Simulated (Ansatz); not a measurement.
Relaxation of C2H4AlFO (9 atoms, charge 0, multiplicity 1), to a largest force component of 0.015 eV/Å in at most 40 steps.

Method: Ansatz, RKS PBE/6-31G*.

```xyz
9
Properties=species:S:1:pos:R:3:forces:R:3
C -1.597 -0.442 1.082 -1.99 -0.05 1.41
C -0.724 -0.287 0.125 1.97 0.56 -0.53
O 0.455 0.350 0.394 2.73 0.60 -1.93
Al 1.894 0.545 -0.882 -0.97 0.45 2.27
F 3.367 1.354 -0.480 -1.60 -0.84 -0.26
H -1.470 0.016 2.060 0.16 -0.06 0.21
H -2.558 -0.886 0.859 -0.32 -0.28 0.00
H -0.875 -0.671 -0.868 -0.07 -0.30 -0.88
H 1.597 -0.024 -2.309 0.10 -0.08 -0.29
```

**Question.** Where does it end, and by what steps?

**Answer.** It converged. The force dipped under the threshold on the way, but the program's further checks kept it going. After 8 steps the energy has fallen by 0.564 eV; F5 moved furthest, 0.28 Å.

```
step  energy less start (eV)  largest force component (eV/Å)  accepted
   0                  0.0000                           2.732       yes
   1                 -0.4293                           1.521       yes
   2                 -0.5189                           0.918       yes
   3                 -0.5018                           0.964        no
   4                 -0.5581                           0.093       yes
   5                 -0.5614                           0.074       yes
   6                 -0.5634                           0.037       yes
   7                 -0.5639                           0.010       yes
   8                 -0.5640                           0.004       yes
```

```xyz
9
Properties=species:S:1:pos:R:3
C -1.588 -0.374 1.101
C -0.701 -0.293 0.098
O 0.520 0.305 0.237
Al 1.809 0.524 -0.888
F 3.148 1.317 -0.308
H -1.372 0.039 2.089
H -2.551 -0.863 0.936
H -0.921 -0.710 -0.897
H 1.745 0.009 -2.386
```

The run took 22 s on 1 thread of Intel(R) Xeon(R) Platinum 8488C (Sapphire Rapids) (shared host), peak memory 0.17 GiB.
